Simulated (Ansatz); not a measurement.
Consider the ligand exchange at the Si–N bond: `F[SiH2]N[SiH](F)F` + `O[SiH](O)O` → `O[SiH](O)O[SiH](F)F` + `N[SiH2]F`.

Computed with Ansatz on PBE0-D4/def2-TZVP structures; ΔE is electronic, products minus reactants. CCSD(T)/CBS is the MP2 limit (def2-TZVPP, def2-QZVPP) plus CCSD(T) − MP2 in def2-TZVPP, frozen cores. This one scheme is used for every species. DFT in def2-TZVPP. B3LYP here is the variant with VWN-RPA as its local correlation; programs differ in this. HSE06 is defined as in plane-wave codes. Each species was taken in one conformer, which may not be the lowest.

| level | ΔE (kcal/mol) | difference from CCSD(T)/CBS |
| --- | --- | --- |
| LDA (SPW92) | -13.0 | 1.5 |
| PBE-D4 | -13.2 | 1.3 |
| revPBE-D4 | -12.9 | 1.6 |
| BLYP-D4 | -14.9 | -0.4 |
| r2SCAN-D4 | -14.7 | -0.2 |
| B97M-V | -15.0 | -0.5 |
| PBE0-D4 | -13.8 | 0.7 |
| B3LYP-D4 | -15.3 | -0.8 |
| r2SCANh-D4 | -14.7 | -0.2 |
| r2SCAN0-D4 | -14.9 | -0.4 |
| HSE06-D4 | -13.7 | 0.8 |
| BHLYP-D4 | -16.2 | -1.7 |
| CAM-B3LYP-D4 | -15.6 | -1.1 |
| ωB97X-V | -14.5 | 0.0 |
| ωB97M-V | -14.4 | 0.1 |
| B2PLYP | -15.0 | -0.5 |
| PBE | -13.0 | 1.5 |
| revPBE | -12.9 | 1.6 |
| BLYP | -14.7 | -0.2 |
| r2SCAN | -14.6 | -0.1 |
| PBE0 | -13.6 | 0.9 |
| r2SCANh | -14.6 | -0.1 |
| r2SCAN0 | -14.7 | -0.2 |
| HSE06 | -13.5 | 1.0 |
| BHLYP | -15.9 | -1.4 |
| LC-ωPBE | -14.0 | 0.5 |
| RPA@PBE/def2-TZVPP | -14.1 | 0.4 |
| HF/def2-SVP | -15.8 | -1.3 |
| MP2/def2-SVP | -13.9 | 0.6 |
| CCSD/def2-SVP | -14.2 | 0.3 |
| CCSD(T)/def2-SVP | -14.0 | 0.5 |
| HF/def2-TZVPP | -17.1 | -2.6 |
| MP2/def2-TZVPP | -14.3 | 0.2 |
| SCS-MP2/def2-TZVPP | -14.8 | -0.3 |
| CCSD(T)/def2-TZVPP | -14.3 | 0.2 |
| MP2/def2-QZVPP | -14.5 | 0.0 |
| SCS-MP2/def2-QZVPP | -14.9 | -0.4 |
| HF/CBS(def2) | -17.5 | -3.0 |
| MP2/CBS(def2) | -14.4 | 0.1 |
| CCSD/CBS(def2) | -14.9 | -0.4 |
| CCSD(T)/CBS | -14.5 | 0 |

Q: What do rigid-rotor, harmonic-oscillator terms from PBE0-D4/def2-TZVP frequencies (298.15 K, 1 bar) make of the CCSD(T)/CBS value? (Best estimate.)

A: The calculation gave: ΔZPE = +0.3 kcal/mol, ΔH = -14.1 kcal/mol, ΔS = 8 J/(mol·K), ΔG = -14.6 kcal/mol. Modes under 50 cm⁻¹ make the entropy rough.

Largest T1 diagnostic among the species: 0.012.

In def2-TZVPP, CCSD(T) changes the Hartree–Fock value by +2.8 kcal/mol (the triples alone add +0.4 kcal/mol) and MP2 by +2.8 kcal/mol. From BLYP to BHLYP (50 % exact exchange), in def2-TZVPP and without D4, ΔE moves by −1.3 kcal/mol.
